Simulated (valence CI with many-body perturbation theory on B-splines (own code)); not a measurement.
Tc³⁸⁺: calculated level list

Level of theory: configuration interaction combined with many-body perturbation theory (CI+MBPT): three valence electrons over a frozen Dirac-Fock core [He], a basis of 11 s, 11 p, 10 d, 8 f, 5 g, 2 h functions for each j, with the one-electron correlation potential Σ1 (screened to all orders), the two-electron term Σ2, the three-electron term Σ3, Breit, model QED; selected single and double excitations, second order for the rest, scaled by the run's own slope (own B-spline code, finite nucleus).

The last digits are not significant, and no measured levels were compared; by estimate large intervals hold to a few tenths of a per cent, small ones and those within an open d or f shell to about a per cent.

Levels 1 to 45 of 205, with energies above the lowest level, (2s^2 2p1/2) J=1/2. "Leading %" is the weight of the configuration and term that name the level; weights of strongly mixed levels are sums over their largest components and can fall short. In the jj column 3d3/2^4 stands for four electrons in 3d with j = 3/2.

```tsv
No.	Configuration	Term	J	E (Ry)	Leading %	g	Second component	Leading jj
1	2s2.2p	2P°	1/2	0.00	99	0.651		2s^2 2p1/2 (99 %)
2	2s.2p2	4P	1/2	8.47	70	2.345	22 % 2s.2p2 2S	2s 2p1/2^2 (92 %)
3	2s2.2p	2P°	3/2	9.73	98	1.322		2s^2 2p3/2 (98 %)
4	2s.2p2	4P	3/2	15.77	95	1.684		2s 2p1/2 2p3/2 (98 %)
5	2s.2p2	4P	5/2	17.54	55	1.406	45 % 2s.2p2 2D	2s 2p1/2 2p3/2 (95 %)
6	2s.2p2	2D	3/2	20.44	74	0.932	25 % 2s.2p2 2P	2s 2p1/2 2p3/2 (98 %)
7	2s.2p2	2P	1/2	20.79	73	1.144	20 % 2s.2p2 4P	2s 2p1/2 2p3/2 (91 %)
8	2s.2p2	2D	5/2	26.90	55	1.371	45 % 2s.2p2 4P	2s 2p3/2^2 (95 %)
9	2p3	2P°	3/2	29.93	40	1.430	35 % 2p3 4S°	2p1/2^2 2p3/2 (96 %)
10	2s.2p2	2S	1/2	31.02	71	1.811	18 % 2s.2p2 2P	2s 2p3/2^2 (97 %)
11	2s.2p2	2P	3/2	31.10	73	1.217	23 % 2s.2p2 2D	2s 2p3/2^2 (96 %)
12	2p3	4S°	3/2	38.04	50	1.401	48 % 2p3 2D°	2p1/2 2p3/2^2 (98 %)
13	2p3	2D°	5/2	39.21	100	1.188		2p1/2 2p3/2^2 (100 %)
14	2p3	2P°	1/2	41.40	99	0.651		2p1/2 2p3/2^2 (99 %)
15	2p3	2P°	3/2	49.75	57	1.270	28 % 2p3 2D°	2p3/2^3 (98 %)
16	2s2.3s	2S	1/2	229.24	96	1.996		2s^2 3s (96 %)
17	2s2.3p	2P°	1/2	232.32	94	0.669		2s^2 3p1/2 (94 %)
18	2s2.3p	2P°	3/2	234.97	81	1.364	9 % 2s.2p.3s 4P°	2s^2 3p3/2 (81 %)
19	2s.2p.3s	4P°	1/2	235.27	89	2.444	8 % 2s.2p.3s 2P°	2s 2p1/2 3s (98 %)
20	2s.2p.3s	4P°	3/2	236.50	62	1.575	21 % 2s.2p.3s 2P°	2s 2p1/2 3s (79 %)
21	2s.2p.3s	2P°	1/2	237.33	93	0.748	5 % 2s.2p.3s 4P°	2s 2p1/2 3s (96 %)
22	2s2.3d	2D	3/2	237.69	93	0.806		2s^2 3d3/2 (93 %)
23	2s.2p.3p	4D	1/2	237.89	73	0.244	20 % 2s.2p.3p 2P	2s 2p1/2 3p1/2 (99 %)
24	2s2.3d	2D	5/2	238.56	97	1.196		2s^2 3d5/2 (97 %)
25	2s.2p.3p	4D	3/2	238.95	49	1.158	19 % 2s.2p.3p 2P	2s 2p1/2 3p1/2 (91 %)
26	2s.2p.3p	4P	1/2	240.34	57	2.096	21 % 2s.2p.3p 2S	2s 2p1/2 3p1/2 (95 %)
27	2s.2p.3p	4P	3/2	241.26	29	1.422	25 % 2s.2p.3p 4D	2s 2p1/2 3p3/2 (99 %)
28	2s.2p.3p	2P	1/2	242.12	46	1.222	16 % 2s.2p.3p 4P	2s 2p1/2 3p3/2 (89 %)
29	2s.2p.3p	4D	5/2	242.29	58	1.361	24 % 2s.2p.3p 2D	2s 2p1/2 3p3/2 (94 %)
30	2s.2p.3p	2D	3/2	242.55	50	1.239	19 % 2s.2p.3p 4S	2s 2p1/2 3p3/2 (96 %)
31	2s.2p.3d	4F°	3/2	243.10	76	0.535	13 % 2s.2p.3d 2D°	2s 2p1/2 3d3/2 (98 %)
32	2s.2p.3d	4F°	5/2	244.00	67	1.075	16 % 2s.2p.3d 4D°	2s 2p1/2 3d3/2 (64 %)
33	2s.2p.3d	4P°	5/2	244.44	33	1.431	28 % 2s.2p.3s 4P°	2s 2p1/2 3d5/2 (54 %)
34	2s.2p.3d	4D°	1/2	244.91	64	0.367	25 % 2s.2p.3d 2P°	2s 2p1/2 3d3/2 (92 %)
35	2s.2p.3d	4D°	3/2	244.92	42	1.284	25 % 2s.2p.3d 4P°	2s 2p1/2 3d3/2 (79 %)
36	2s.2p.3s	4P°	5/2	245.11	70	1.483	8 % 2s.2p.3d 4P°	2s 2p3/2 3s (70 %)
37	2s.2p.3d	4F°	7/2	245.38	49	1.259	27 % 2s.2p.3d 4D°	2s 2p1/2 3d5/2 (95 %)
38	2s.2p.3s	2P°	3/2	246.00	79	1.383	17 % 2s.2p.3s 4P°	2s 2p3/2 3s (97 %)
39	2s.2p.3d	2D°	3/2	246.11	47	1.019	39 % 2s.2p.3d 2P°	2s 2p1/2 3d5/2 (75 %)
40	2s.2p.3d	2F°	5/2	246.19	60	1.049	14 % 2s.2p.3d 4P°	2s 2p1/2 3d5/2 (88 %)
41	2p2.3s	4P	1/2	246.87	53	2.048	21 % 2p2.3s 2S	2p1/2^2 3s (90 %)
42	2s.2p.3p	4P	3/2	248.34	49	1.624	21 % 2s.2p.3p 4S	2s 2p3/2 3p1/2 (99 %)
43	2s.2p.3p	2D	5/2	248.54	41	1.356	30 % 2s.2p.3p 4D	2s 2p3/2 3p1/2 (97 %)
44	2s.2p.3s	2P°	1/2	248.89	57	0.718	16 % 2p2.3p 4D°	2s 2p3/2 3s (60 %)
45	2s.2p.3s	2P°	3/2	249.19	87	1.363	11 % 2s.2p.3s 4P°	2s 2p3/2 3s (94 %)
```

The ionisation energy to 2s2 1S_0 of the next ion comes out as 5572 eV (NIST: 5570 ± 4 eV (semi-empirical)). All 205 levels together are meant to be complete up to 333.42 Ry.
